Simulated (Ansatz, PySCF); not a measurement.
1,3-oxasiletane-2,4-dione (C2H2O3Si), SMILES O=C1[SiH2]C(=O)O1.

The structure is a stationary point at TPSSh-D3(BJ)/def2-SVP.

Vertical ionisation energy (IE) and electron affinity (EA) in eV. Rows of orbital energies are one-electron estimates. Where ΔSCF, EOM or ADC give a negative EA the extra electron is unbound and the value depends on the basis.

```csv
level,IE,EA
"−ε(HOMO), −ε(LUMO), M06-2X/def2-TZVP (PySCF)",9.47,0.90
"−ε(HOMO), −ε(LUMO), PBE/def2-TZVP (PySCF)",6.56,2.89
"ΔSCF, PBE0/def2-SVPD (Ansatz), final states of multiplicity 2 and 2",10.28,0.10
"ΔSCF, PBE/def2-SVPD (Ansatz), final states of multiplicity 2 and 2",9.85,0.17
```

What vertical singlet–triplet gap does ΔSCF give with PBE0/def2-SVPD (Ansatz, an electronic-structure program) and with PBE/def2-SVPD (Ansatz)? (The exact figures need the calculation; the answer reports its results.)

3.87 and 3.65 eV (triplet above singlet where positive).
